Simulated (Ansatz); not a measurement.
Computed with Ansatz on PBE0-D4/def2-TZVP structures; ΔE is electronic, products minus reactants. CCSD(T)/CBS is the MP2 limit (def2-TZVPP, def2-QZVPP) plus CCSD(T) − MP2 in def2-TZVPP, frozen cores. Functionals use def2-TZVPP. B3LYP here is the variant with VWN-RPA as its local correlation; programs differ in this. For Sc outer-core shells are correlated without core-valence functions, which leaves a few kJ/mol of doubt a bond. Scalar relativity is left out up to krypton. One conformer a species, not always the lowest.

Consider the formal exchange of groups at the Sc–O bond: `[OH][Sc]([OH])[OH]` + `C=C(F)C(F)F` → `[OH][Sc]([OH])[F]` + `C=C(O)C(F)F`.

```json
{"level": "PBE-D4", "ΔE (kJ/mol)": "-83.5", "difference from CCSD(T)/CBS": "-9.5"}
{"level": "r2SCAN-D4", "ΔE (kJ/mol)": "-82.2", "difference from CCSD(T)/CBS": "-8.2"}
{"level": "PBE0-D4", "ΔE (kJ/mol)": "-81.6", "difference from CCSD(T)/CBS": "-7.6"}
{"level": "B3LYP-D4", "ΔE (kJ/mol)": "-78.3", "difference from CCSD(T)/CBS": "-4.3"}
{"level": "ωB97M-V", "ΔE (kJ/mol)": "-77.5", "difference from CCSD(T)/CBS": "-3.5"}
{"level": "B2PLYP", "ΔE (kJ/mol)": "-77.9", "difference from CCSD(T)/CBS": "-3.9"}
{"level": "PBE", "ΔE (kJ/mol)": "-82.9", "difference from CCSD(T)/CBS": "-8.9"}
{"level": "r2SCAN", "ΔE (kJ/mol)": "-82.0", "difference from CCSD(T)/CBS": "-8.0"}
{"level": "B3LYP", "ΔE (kJ/mol)": "-77.2", "difference from CCSD(T)/CBS": "-3.2"}
{"level": "MP2/def2-TZVPP", "ΔE (kJ/mol)": "-79.2", "difference from CCSD(T)/CBS": "-5.2"}
{"level": "SCS-MP2/def2-TZVPP", "ΔE (kJ/mol)": "-76.6", "difference from CCSD(T)/CBS": "-2.6"}
{"level": "CCSD/def2-TZVPP", "ΔE (kJ/mol)": "-74.6", "difference from CCSD(T)/CBS": "-0.6"}
{"level": "CCSD(T)/def2-TZVPP", "ΔE (kJ/mol)": "-76.0", "difference from CCSD(T)/CBS": "-2.0"}
{"level": "MP2/def2-QZVPP", "ΔE (kJ/mol)": "-78.4", "difference from CCSD(T)/CBS": "-4.4"}
{"level": "SCS-MP2/def2-QZVPP", "ΔE (kJ/mol)": "-76.0", "difference from CCSD(T)/CBS": "-2.0"}
{"level": "HF/CBS(def2)", "ΔE (kJ/mol)": "-72.7", "difference from CCSD(T)/CBS": "1.3"}
{"level": "CCSD(T)/CBS", "ΔE (kJ/mol)": "-74.0", "difference from CCSD(T)/CBS": "0"}
```

Largest T1 diagnostic among the species: 0.016.

In def2-TZVPP, CCSD(T) changes the Hartree–Fock value by −4.4 kJ/mol (the triples alone add −1.4 kJ/mol) and MP2 by −7.6 kJ/mol.
